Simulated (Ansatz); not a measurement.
## Ansatz (development build ahead of 0.2.0) run

```yaml
crystal:
  periodic: [false, false, false]
  atoms:
    - { symbol: C, position_ang: [0.0, 0.705, 0.0] }
    - { symbol: C, position_ang: [-1.41, 0.705, 0.0] }
    - { symbol: C, position_ang: [-1.41, -0.705, 0.0] }
    - { symbol: C, position_ang: [0.0, -0.705, 0.0] }
    - { symbol: C, position_ang: [1.2211, 1.41, 0.0] }
    - { symbol: C, position_ang: [2.44219, 0.705, 0.0] }
    - { symbol: C, position_ang: [2.44219, -0.705, 0.0] }
    - { symbol: C, position_ang: [1.2211, -1.41, 0.0] }
    - { symbol: C, position_ang: [3.85219, 0.705, 0.0] }
    - { symbol: C, position_ang: [3.85219, -0.705, 0.0] }
    - { symbol: H, position_ang: [-2.17721, 1.47221, 0.0] }
    - { symbol: H, position_ang: [-2.17721, -1.47221, 0.0] }
    - { symbol: H, position_ang: [1.2211, 2.495, 0.0] }
    - { symbol: H, position_ang: [1.2211, -2.495, 0.0] }
    - { symbol: H, position_ang: [4.6194, 1.47221, 0.0] }
    - { symbol: H, position_ang: [4.6194, -1.47221, 0.0] }
basis:
  gaussian: { orbitals: def2-TZVP }
magnetization:
  initial_magnetization: 2
hamiltonian:
  xc: pbe0
```

The input is written out in the form of the current development build from the run's settings.

Output:

```
Converged                       : yes
Total energy                    : -384.10877 hartree
Spin squared of the determinant : 2.000
Stability test                  : minimum among restricted orbitals
```

Caution: another spin multiplicity may lie lower.
